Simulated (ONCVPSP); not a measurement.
Varying the ONCV potential for Ba (Z = 56)

Base potential:

```json
{
 "Element": "barium",
 "Generator": "ONCVPSP 4.0.1",
 "Type": "optimised norm-conserving Vanderbilt (ONCV)",
 "Functional": "PBE",
 "Relativity": "scalar-relativistic",
 "Frozen core": "[Kr] 4d10",
 "Valence charge": "10",
 "Reference configuration": "5s2 5p6 6s2",
 "Partial waves": "5s+6s: rc 2.20 bohr, ncon 5, nbas 10, qcut 4.2 1/bohr, 2 projectors; 5p: rc 2.05 bohr, ncon 4, nbas 8, qcut 3.2 1/bohr, 2 projectors, debl 2.4 Ha; d scattering state at 0.14 Ha: rc 1.70 bohr, ncon 4, nbas 8, qcut 4.9 1/bohr, 2 projectors, debl 2.6 Ha",
 "Local potential": "polynomial inside 1.40 bohr (lpopt 2, dvloc0 0 Ha)",
 "Core correction": "Teter function, fcfact 4.75, rcfact 1.7"
}
```

In the d channel the program set the typed energies aside and used 0.050, 2.650 Ha.

Cutoffs, loose and tight: the cutoffs (Ha) at which the residual kinetic energy of the hardest occupied pseudo-wave falls to 1 and 0.1 mHa per electron. They do not see the model core or the augmentation charge, which bear on the density cutoff. Test errors are all-electron minus pseudo excitation energies from the reference, over the configurations 5s2 5p6 6s1; 5s2 5p6 6s0; 5s2 5p6 6s1.5; 5s2 5p6 5d1 6s0. A dash means not determined; rows that change the core or the reference have their own tests.

For the base: The cutoffs count occupied waves only; projector 2 of the d channel, the hardest unoccupied one, needs 104 Ha at the loose tolerance.

| change | outcome | cutoff, loose | cutoff, tight | bound ghosts | GHOST(+) flags above zero | largest test error (meV) |
| --- | --- | --- | --- | --- | --- | --- |
| base | generated, projector energies reset by the program | 28 Ha | 51 Ha | none | s, d | -26 |
| s: qcut 5.7 | failed: ERROR pspot: first pseudo wave function has node, program will stop | – | – | – | – | – |
| s: qcut 6.3 | failed: ERROR pspot: first pseudo wave function has node, program will stop | – | – | – | – | – |

**Question.** What comes out with this change to the base: s: qcut 4.9?

**Answer.** outcome: generated, projector energies reset by the program; cutoff, loose: 28 Ha; cutoff, tight: 48 Ha; bound ghosts: none; GHOST(+) flags above zero: s, d; largest test error (meV): -25.

**Question.** What comes out with this change to the base: s: qcut 2.7?

**Answer.** outcome: generated, projector energies reset by the program; cutoff, loose: 54 Ha; cutoff, tight: 63 Ha; bound ghosts: none; GHOST(+) flags above zero: s, d; largest test error (meV): -30.

**Question.** What comes out with this change to the base: s: qcut 3.3?

**Answer.** outcome: generated, projector energies reset by the program; cutoff, loose: 47 Ha; cutoff, tight: 61 Ha; bound ghosts: none; GHOST(+) flags above zero: s, d; largest test error (meV): -29.

Reading the sweep of the qcut of the s channel (base included, trends over the rows without a ghost): The loose cutoff falls from 54 Ha at 2.7 to 28 Ha at 4.9 1/bohr. The median size of the test errors (rows with all tests solved) falls from 14.4 meV at 2.7 to 11.2 meV at 4.9 1/bohr. The generation fails at 5.7, 6.3 1/bohr.
